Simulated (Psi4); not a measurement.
magnesium atom (Mg), singlet; Psi4 with CAM-B3LYP/def2-SVP.

The Psi4 input:
```
memory 2 GB

molecule mol {
0 1
Mg    0.000000    0.000000    0.000000
}

set {
  basis def2-svp
  reference rks
  d_convergence 1e-4
}

energy('cam-b3lyp')
print_variables()
```

The log (banner, timings and long lists left out):

```
   => Loading Basis Set <=

    Name: DEF2-SVP
    Role: ORBITAL
    Keyword: BASIS

         ---------------------------------------------------------
                                   SCF
               by Justin Turney, Rob Parrish, Andy Simmonett
                          and Daniel G. A. Smith
                              RKS Reference
         ---------------------------------------------------------

  ==> Geometry <==

    Molecular point group: d2h
    Geometry (in Angstrom), charge = 0, multiplicity = 1:

       Center              X                  Y                   Z               Mass
    ------------   -----------------  -----------------  -----------------  -----------------
         MG           0.000000000000     0.000000000000     0.000000000000    23.985041697000

  Running in d2h symmetry.

  Rotational constants: A = ************  B = ************  C = ************ [cm^-1]
  Rotational constants: A = ************  B = ************  C = ************ [MHz]
  Nuclear repulsion =    0.000000000000000

  Charge       = 0
  Multiplicity = 1
  Electrons    = 12
  Nalpha       = 6
  Nbeta        = 6

  ==> Algorithm <==

  SCF Algorithm Type is DF.
  DIIS enabled.
  MOM disabled.
  Fractional occupation disabled.
  Guess Type is CORE.
  Energy threshold   = 1.00e-06
  Density threshold  = 1.00e-04
  Integral threshold = 1.00e-12

  ==> Primary Basis <==

  Basis Set: DEF2-SVP
    Blend: DEF2-SVP
    Number of shells: 8
    Number of basis functions: 18
    Number of Cartesian functions: 19
    Spherical Harmonics?: true
    Max angular momentum: 2

  ==> DFT Potential <==

   => LibXC <=

    Version 7.1.2
    S. Lehtola, C. Steigemann, M. J. T. Oliveira, and M. A. L. Marques,  SoftwareX 7, 1–5 (2018) (10.1016/j.softx.2017.11.002)

   => Composite Functional: CAM-B3LYP <=

    CAM-B3LYP Hyb-GGA Exchange-Correlation Functional

    T. Yanai, D. P. Tew, and N. C. Handy,  Chem. Phys. Lett. 393, 51 (2004) (10.1016/j.cplett.2004.06.011)

    Deriv               =              1
    GGA                 =           TRUE
    Meta                =          FALSE

    Exchange Hybrid     =           TRUE
    MP2 Hybrid          =          FALSE

   => Exchange Functionals <=

    0.3500         Becke 88 [omega = 0.3300]
    0.4600   Short-range recipe for B88 functional - erf [omega = 0.3300]

   => Exact (HF) Exchange <=

    0.4600            HF,LR [omega = 0.3300]
    0.1900               HF

   => Correlation Functionals <=

    0.1900   Vosko, Wilk & Nusair (VWN5)
    0.8100   Lee, Yang & Parr

   => LibXC Density Thresholds  <==

    XC_HYB_GGA_XC_CAM_B3LYP:  1.00E-14

   => Molecular Quadrature <=

    Radial Scheme          =       TREUTLER
    Pruning Scheme         =           NONE
    Nuclear Scheme         =       TREUTLER

    Blocking Scheme        =         OCTREE
    BS radius alpha        =              1
    Pruning alpha          =              1
    Radial Points          =             75
    Spherical Points       =            302
    Total Points           =          21134
    Total Blocks           =            239
    Max Points             =            256
    Max Functions          =             18
    Weights Tolerance      =       1.00E-15

   => Loading Basis Set <=

    Name: (DEF2-SVP AUX)
    Role: JKFIT
    Keyword: DF_BASIS_SCF

  ==> Integral Setup <==

  SCF_SUBTYPE=INCORE selected. In-core MEM_DF algorithm will be used.
  Using in-core AOs.

  ==> MemDFJK: Density-Fitted J/K Matrices <==

    J tasked:                   Yes
    K tasked:                   Yes
    wK tasked:                  Yes
    Omega:                3.300E-01
    Algorithm:                 Core
    Schwarz Cutoff:           1E-12
    Mask sparsity (%):       0.0000
    Fitting Condition:        1E-10

   => Auxiliary Basis Set <=

  Basis Set: (DEF2-SVP AUX)
    Blend: DEF2-UNIVERSAL-JKFIT
    Number of shells: 34
    Number of basis functions: 112
    Number of Cartesian functions: 137
    Spherical Harmonics?: true
    Max angular momentum: 4

  Minimum eigenvalue in the overlap matrix is 1.3386272891E-01.
  Reciprocal condition number of the overlap matrix is 6.6715246572E-02.
    Using symmetric orthogonalization.

  ==> Pre-Iterations <==

  SCF Guess: Core (One-Electron) Hamiltonian.

   -------------------------------------------------------
    Irrep   Nso     Nmo     Nalpha   Nbeta   Ndocc  Nsocc
   -------------------------------------------------------
     Ag         6       6       3       3       3       0
     B1g        1       1       0       0       0       0
     B2g        1       1       0       0       0       0
     B3g        1       1       0       0       0       0
     Au         0       0       0       0       0       0
     B1u        3       3       1       1       1       0
     B2u        3       3       1       1       1       0
     B3u        3       3       1       1       1       0
   -------------------------------------------------------
    Total      18      18       6       6       6       0
   -------------------------------------------------------

  ==> Iterations <==

                           Total Energy        Delta E     RMS |[F,P]|

   @DF-RKS iter   1:  -199.46293264553557   -1.99463e+02   1.10909e-01 ADIIS
   @DF-RKS iter   2:  -199.99004093762068   -5.27108e-01   1.19242e-02 ADIIS/DIIS
   @DF-RKS iter   3:  -199.99676584330763   -6.72491e-03   1.14229e-03 ADIIS/DIIS
   @DF-RKS iter   4:  -199.99708057778793   -3.14734e-04   2.23043e-04 ADIIS/DIIS
   @DF-RKS iter   5:  -199.99708197543038   -1.39764e-06   1.74682e-05 DIIS
   @DF-RKS iter   6:  -199.99708199641063   -2.09803e-08   4.00368e-07 DIIS
  Energy and wave function converged.

  ==> Post-Iterations <==

   Electrons on quadrature grid:
      Ntotal   =   11.9999999841 ; deviation = -1.592e-08

    Orbital Energies [Eh]
    ---------------------

    Doubly Occupied:

       1Ag   -46.897005     2Ag    -3.182133     1B1u   -1.926429
       1B3u   -1.926429     1B2u   -1.926429     3Ag    -0.237804

    Virtual:

       2B2u    0.008268     2B3u    0.008268     2B1u    0.008268
       4Ag     0.090053     1B1g    0.210874     5Ag     0.210874
       1B3g    0.210874     1B2g    0.210874     6Ag     0.210874
       3B1u    0.324922     3B3u    0.324922     3B2u    0.324922

    Final Occupation by Irrep:
             Ag   B1g   B2g   B3g    Au   B1u   B2u   B3u
    DOCC [     3,    0,    0,    0,    0,    1,    1,    1 ]
    NA   [     3,    0,    0,    0,    0,    1,    1,    1 ]
    NB   [     3,    0,    0,    0,    0,    1,    1,    1 ]

  @DF-RKS Final Energy:  -199.99708199641063

   => Energetics <=

    Nuclear Repulsion Energy =              0.0000000000000000
    One-Electron Energy =                -279.1949794875977204
    Two-Electron Energy =                  91.6374147290790120
    DFT Exchange-Correlation Energy =     -12.4395172378919181
    Empirical Dispersion Energy =           0.0000000000000000
    VV10 Nonlocal Energy =                  0.0000000000000000
    Total Energy =                       -199.9970819964106283

Computation Completed

Properties will be evaluated at   0.000000,   0.000000,   0.000000 [a0]

Properties computed using the SCF density matrix

 Multipole Moments:

 ------------------------------------------------------------------------------------
     Multipole            Electronic (a.u.)      Nuclear  (a.u.)        Total (a.u.)
 ------------------------------------------------------------------------------------

 L = 1.  Multiply by 2.5417464519 to convert [e a0] to [Debye]
 Dipole X            :          0.0000000            0.0000000            0.0000000
 Dipole Y            :          0.0000000            0.0000000            0.0000000
 Dipole Z            :          0.0000000            0.0000000            0.0000000
 Magnitude           :                                                    0.0000000

 ------------------------------------------------------------------------------------

  Variable Map:
  ----------------------------------------------------------------------------
  "CURRENT ENERGY"              =>    -199.997081996411
  "CURRENT REFERENCE ENERGY"    =>    -199.997081996411
  "DD SOLVATION ENERGY"         =>       0.000000000000
  "DFT FUNCTIONAL TOTAL ENERGY" =>    -199.997081996411
  "DFT TOTAL ENERGY"            =>    -199.997081996411
  "DFT VV10 ENERGY"             =>       0.000000000000
  "DFT XC ENERGY"               =>     -12.439517237892
  "GRID ELECTRONS ALPHA"        =>       5.999999992038
  "GRID ELECTRONS BETA"         =>       5.999999992038
  "GRID ELECTRONS TOTAL"        =>      11.999999984076
  "NUCLEAR REPULSION ENERGY"    =>       0.000000000000
  "ONE-ELECTRON ENERGY"         =>    -279.194979487598
  "PCM POLARIZATION ENERGY"     =>       0.000000000000
  "PE ENERGY"                   =>       0.000000000000
  "SCF ITERATION ENERGY"        =>    -199.997081996411
  "SCF ITERATIONS"              =>       6.000000000000
  "SCF TOTAL ENERGY"            =>    -199.997081996411
  "TWO-ELECTRON ENERGY"         =>      91.637414729079
  "XC GRID RADIAL POINTS"       =>      75.000000000000
  "XC GRID SPHERICAL POINTS"    =>     302.000000000000
  "XC GRID TOTAL POINTS"        =>   21134.000000000000

  Array Variable Map:
  ----------------------------------------------------------------------------
  "CURRENT DIPOLE"              =>       0.000000000000 ... 0.000000000000 1 by 3
  "SCF DIPOLE"                  =>       0.000000000000 ... 0.000000000000 1 by 3
  "SCF TOTAL ENERGIES"          =>    -199.462932645536 ... -199.997081996411 1 by 6
```
